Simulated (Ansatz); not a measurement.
Relaxation of ClF$_{2}$H$_{6}$HfOPSi (13 atoms, charge 0, multiplicity 1), to a largest force component of 0.03 eV/Å in at most 50 steps.

Level of theory: RKS PBE/def2-SVP in Ansatz.

```xyz
13
Properties=species:S:1:pos:R:3:forces:R:3
Hf 0.271 -0.537 -0.534 -0.17 0.31 -0.09
O -0.011 -0.292 2.708 0.46 -0.43 0.03
Si -1.495 -0.442 3.520 0.02 0.02 0.04
H -2.457 -1.260 2.701 0.01 0.00 -0.01
H -1.275 -1.119 4.845 -0.02 -0.01 0.01
H -2.059 0.930 3.727 -0.01 0.00 -0.01
F 1.641 0.048 -1.721 -0.03 -0.02 0.02
F -0.564 1.009 0.228 0.03 0.00 -0.02
Cl -1.348 -1.763 -1.724 -0.02 -0.02 -0.02
P 1.562 -2.214 0.948 0.11 -0.33 0.14
H 0.374 -3.045 1.024 0.11 0.09 0.01
H 2.091 -2.922 -0.200 -0.04 0.04 0.08
H 0.722 -0.870 3.038 -0.45 0.36 -0.19
```

Problem. Where does it end, and by what steps?

Solution. It converged. After 33 steps the energy has fallen by 0.733 eV; H13 moved furthest, 2.69 Å. Joined: Hf1–O2 (3.26 → 2.33 Å).

```json
{"step": "0", "energy less start (eV)": "0.0000", "largest force component (eV/Å)": "0.458", "accepted": "yes"}
{"step": "2", "energy less start (eV)": "-0.1777", "largest force component (eV/Å)": "0.768", "accepted": "yes"}
{"step": "4", "energy less start (eV)": "-0.3751", "largest force component (eV/Å)": "0.316", "accepted": "yes"}
{"step": "6", "energy less start (eV)": "-0.4416", "largest force component (eV/Å)": "0.307", "accepted": "yes"}
{"step": "8", "energy less start (eV)": "-0.5119", "largest force component (eV/Å)": "0.458", "accepted": "yes"}
{"step": "10", "energy less start (eV)": "-0.5796", "largest force component (eV/Å)": "0.422", "accepted": "yes"}
{"step": "12", "energy less start (eV)": "-0.6414", "largest force component (eV/Å)": "0.252", "accepted": "yes"}
{"step": "14", "energy less start (eV)": "-0.6670", "largest force component (eV/Å)": "0.273", "accepted": "yes"}
{"step": "16", "energy less start (eV)": "-0.6997", "largest force component (eV/Å)": "0.257", "accepted": "yes"}
{"step": "18", "energy less start (eV)": "-0.7071", "largest force component (eV/Å)": "0.118", "accepted": "yes"}
{"step": "20", "energy less start (eV)": "-0.7116", "largest force component (eV/Å)": "0.303", "accepted": "yes"}
{"step": "22", "energy less start (eV)": "-0.7192", "largest force component (eV/Å)": "0.063", "accepted": "yes"}
{"step": "24", "energy less start (eV)": "-0.7216", "largest force component (eV/Å)": "0.338", "accepted": "yes"}
{"step": "26", "energy less start (eV)": "-0.7270", "largest force component (eV/Å)": "0.149", "accepted": "yes"}
{"step": "28", "energy less start (eV)": "-0.7294", "largest force component (eV/Å)": "0.131", "accepted": "yes"}
{"step": "30", "energy less start (eV)": "-0.7314", "largest force component (eV/Å)": "0.197", "accepted": "yes"}
{"step": "32", "energy less start (eV)": "-0.7325", "largest force component (eV/Å)": "0.042", "accepted": "yes"}
{"step": "33", "energy less start (eV)": "-0.7328", "largest force component (eV/Å)": "0.027", "accepted": "yes"}
```

```xyz
13
Properties=species:S:1:pos:R:3
Hf 0.044 -0.776 -0.021
O -0.936 -1.315 2.019
Si -1.414 -0.203 3.275
H -2.540 0.656 2.796
H -1.872 -1.079 4.405
H -0.198 0.575 3.644
F 0.656 -0.150 -1.721
F -0.457 0.931 0.753
Cl -1.358 -2.617 -0.687
P 2.365 -1.496 0.946
H 1.818 -2.731 1.457
H 2.735 -2.089 -0.317
H -1.389 -2.183 2.009
```

Whether the end is a true minimum wasn't checked by a vibrational analysis.

Run time: 91 s on 4 threads of AMD EPYC 7B13 (Zen 3), with other jobs on the host, peak memory 0.27 GiB.
